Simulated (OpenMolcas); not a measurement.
# Pd2+ in CaF2

Pd2+ with its 8 nearest fluoride ions at 2.323 Å, on the Ca site of CaF2 (a = 5.46294 Å, distance in the model lattice 2.366 Å). The rest of the host is ab initio model potentials to 7.6 Å and point charges beyond; the distance is set by hand and nothing relaxes. Ligand basis ANO-RCC-VDZP.
```
Pd    0.0000    0.0000    0.0000
F     1.3412    1.3412    1.3412
F     1.3412    1.3412   -1.3412
F     1.3412   -1.3412    1.3412
F     1.3412   -1.3412   -1.3412
F    -1.3412    1.3412    1.3412
F    -1.3412    1.3412   -1.3412
F    -1.3412   -1.3412    1.3412
F    -1.3412   -1.3412   -1.3412
```

* Program: OpenMolcas
* Method: SS-CASPT2, IPEA 0.25 Eh, imaginary shift 0.1 Eh (closed shells correlated: 4s 4p and the ligand valence shells)
* Basis: ANO-RCC-VDZP [6s5p3d1f]
* Scalar Hamiltonian: DKH2, point nucleus
* Active space: 8 electrons in 5 orbitals (4d)
* State averaging: 2S+1 = 3 even, 10 roots; 2S+1 = 1 even, 15 roots
* Spin-orbit coupling: state interaction with AMFI integrals over the reference wave functions

The lowest spin-free states (labels of O, the rotations of Oh), above the lowest:

| State | Degeneracy | E (cm-1) | Free-ion L (%) |
| --- | --- | --- | --- |
| 3T1 | 3 | 0 | F (98) |
| 3T2 | 3 | 7010 | F (100) |
| 1T2 | 3 | 9570 | D (82) |
| 1E | 2 | 10530 | D (67) |
| 3A2 | 1 | 15590 | F (100) |
| 3T1 | 3 | 17070 | P (98) |
| 1T2 | 3 | 18990 | G (82) |
| 1A1 | 1 | 19910 | G (94) |
| 1T1 | 3 | 22020 | G (100) |
| 1E | 2 | 28070 | G (67) |
| 1A1 | 1 | 44130 | S (94) |

The lowest levels with spin-orbit coupling:

```json
{"E (cm-1)": "0", "Degeneracy": "1", "Label": "A1", "2S+1": "3"}
{"E (cm-1)": "890", "Degeneracy": "3", "Label": "T1", "2S+1": "3"}
{"E (cm-1)": "2250", "Degeneracy": "2", "Label": "E", "2S+1": "3"}
{"E (cm-1)": "2970", "Degeneracy": "3", "Label": "T2", "2S+1": "3"}
{"E (cm-1)": "8340", "Degeneracy": "3", "Label": "T2", "2S+1": "3 (74 %)"}
{"E (cm-1)": "9210", "Degeneracy": "3", "Label": "T1", "2S+1": "3"}
{"E (cm-1)": "9510", "Degeneracy": "2", "Label": "E", "2S+1": "3"}
{"E (cm-1)": "10140", "Degeneracy": "1", "Label": "A2", "2S+1": "3"}
{"E (cm-1)": "12560", "Degeneracy": "3", "Label": "T2", "2S+1": "1 (64 %)"}
{"E (cm-1)": "12680", "Degeneracy": "2", "Label": "E", "2S+1": "1 (79 %)"}
{"E (cm-1)": "18170", "Degeneracy": "3", "Label": "T2", "2S+1": "3 (83 %)"}
{"E (cm-1)": "18960", "Degeneracy": "3", "Label": "T2", "2S+1": "3"}
{"E (cm-1)": "19260", "Degeneracy": "2", "Label": "E", "2S+1": "3 (88 %)"}
{"E (cm-1)": "20140", "Degeneracy": "1", "Label": "A1", "2S+1": "3 (89 %)"}
{"E (cm-1)": "20150", "Degeneracy": "3", "Label": "T1", "2S+1": "3"}
{"E (cm-1)": "22140", "Degeneracy": "3", "Label": "T2", "2S+1": "1 (82 %)"}
{"E (cm-1)": "22630", "Degeneracy": "1", "Label": "A1", "2S+1": "1"}
{"E (cm-1)": "24500", "Degeneracy": "3", "Label": "T1", "2S+1": "1"}
{"E (cm-1)": "30750", "Degeneracy": "2", "Label": "E", "2S+1": "1"}
{"E (cm-1)": "46990", "Degeneracy": "1", "Label": "A1", "2S+1": "1"}
```

Powder χT (cm3 K/mol): 0.0102 at 2 K, 0.051 at 10 K, 0.255 at 50 K, 0.51 at 100 K, 1.02 at 200 K, 1.47 at 300 K. The effective moment at 300 K is 2.828 √(χT) = 3.43 μB.

The lowest level has 2S+1 = 3, for which the spin-only value is χT = S(S+1) / 2 = 1.000 cm3 K/mol (g = 2). The computed 1.471 at 300 K differs by +0.471, through orbital momentum, spin-orbit coupling and any other state in reach. With a threefold ground state the orbital momentum is unquenched, so the spin-only value is not expected to hold.

A least-squares ligand-field fit to the states below 45000 cm-1, each weighted by its degeneracy and with a free common offset, gives 10Dq = -8659 cm-1 (negative for this site), B = 734 cm-1 and C = 2747 cm-1 (C/B = 3.74), with an rms deviation of 334 cm-1.

The same method and metal basis give the free ion B = 871 cm-1 (fit to its terms below 60000 cm-1, rms deviation 524 cm-1), so the nephelauxetic ratio is β = 734 / 871 = 0.84; it hangs on how both fits weigh the states, and computed free-ion B values tend to be too large, so β mixes covalency with correlation.

Roots that are degenerate in the reference are averaged as groups; the widest CASPT2 spread within a group is 570 cm-1 (the 3-fold group of multiplicity 1 near 22000 cm-1 above the lowest state of its run). Shifts and gaps below about the spread of the groups concerned are not significant. Over all roots computed the reference weight is 0.68 to 0.69; a low but even weight reflects the number of correlated electrons. An orbital triplet at a regular site is open to Jahn-Teller coupling, which can distort the site and quench the lowest spin-orbit gaps and is left out. Real 4d8 and 5d8 ions are as a rule square planar and diamagnetic. Ligand-to-metal charge-transfer states are missing. With no ligand orbital active B as a rule stays too high, so bands that hang on it stand too high and its fall with covalency is understated. With one d shell and no ligand orbital active, 10Dq can be off by a tenth or more. Free-ion shares, where given, are those of the reference states; single-state CASPT2 does not remix them. No measured value stands beside these numbers; the geometry was set by hand and not optimised.

The CASPT2 steps took 99 s on 1 thread of Arm Neoverse V2, on a shared host; the integral step is not counted.
